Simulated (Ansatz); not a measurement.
Consider the redistribution: `CS[SiH]` + `[OH][Cd][Br]` → `[SiH]Br` + `C[S][Cd][OH]`.

Isolated molecules relaxed with PBE0-D4/def2-TZVP in Ansatz; ΔE leaves out vibrations. CBS: MP2 limit from def2 TZ/QZ plus the TZ coupled-cluster correction, frozen cores. DFT in def2-TZVPP. B3LYP here is the variant with VWN-RPA as its local correlation; programs differ in this. Elements past krypton have def2 core potentials. For Br, Cd outer-core shells are correlated without core-valence functions, which leaves a few kJ/mol of doubt a bond. Scalar relativity is left out up to krypton. Each species was taken in one conformer, which may not be the lowest.

```json
{"level": "B3LYP-D4", "ΔE (kJ/mol)": "62.3", "difference from CCSD(T)/CBS": "-2.0"}
{"level": "r2SCAN0-D4", "ΔE (kJ/mol)": "70.1", "difference from CCSD(T)/CBS": "5.8"}
{"level": "CAM-B3LYP-D4", "ΔE (kJ/mol)": "64.2", "difference from CCSD(T)/CBS": "-0.1"}
{"level": "PBE-QIDH", "ΔE (kJ/mol)": "68.3", "difference from CCSD(T)/CBS": "4.0"}
{"level": "PBE0", "ΔE (kJ/mol)": "66.9", "difference from CCSD(T)/CBS": "2.6"}
{"level": "B3LYP", "ΔE (kJ/mol)": "61.6", "difference from CCSD(T)/CBS": "-2.7"}
{"level": "r2SCAN0", "ΔE (kJ/mol)": "70.0", "difference from CCSD(T)/CBS": "5.7"}
{"level": "BHLYP", "ΔE (kJ/mol)": "66.7", "difference from CCSD(T)/CBS": "2.4"}
{"level": "RPA@PBE/def2-TZVPP", "ΔE (kJ/mol)": "57.6", "difference from CCSD(T)/CBS": "-6.7"}
{"level": "CCSD(T)/def2-SVP", "ΔE (kJ/mol)": "67.4", "difference from CCSD(T)/CBS": "3.1"}
{"level": "CCSD/def2-TZVPP", "ΔE (kJ/mol)": "62.7", "difference from CCSD(T)/CBS": "-1.6"}
{"level": "CCSD(T)/def2-TZVPP", "ΔE (kJ/mol)": "63.0", "difference from CCSD(T)/CBS": "-1.3"}
{"level": "MP2/def2-QZVPP", "ΔE (kJ/mol)": "61.6", "difference from CCSD(T)/CBS": "-2.7"}
{"level": "SCS-MP2/def2-QZVPP", "ΔE (kJ/mol)": "61.3", "difference from CCSD(T)/CBS": "-3.0"}
{"level": "HF/CBS(def2)", "ΔE (kJ/mol)": "72.6", "difference from CCSD(T)/CBS": "8.3"}
{"level": "MP2/CBS(def2)", "ΔE (kJ/mol)": "62.1", "difference from CCSD(T)/CBS": "-2.2"}
{"level": "CCSD(T)/CBS", "ΔE (kJ/mol)": "64.3", "difference from CCSD(T)/CBS": "0"}
```

Largest T1 diagnostic among the species: 0.016.

From PBE to PBE0 (25 % exact exchange), in def2-TZVPP and without D4, ΔE moves by +4.0 kJ/mol. In def2-TZVPP, CCSD(T) changes the Hartree–Fock value by −9.5 kJ/mol (the triples alone add +0.3 kJ/mol) and MP2 by −11.7 kJ/mol.
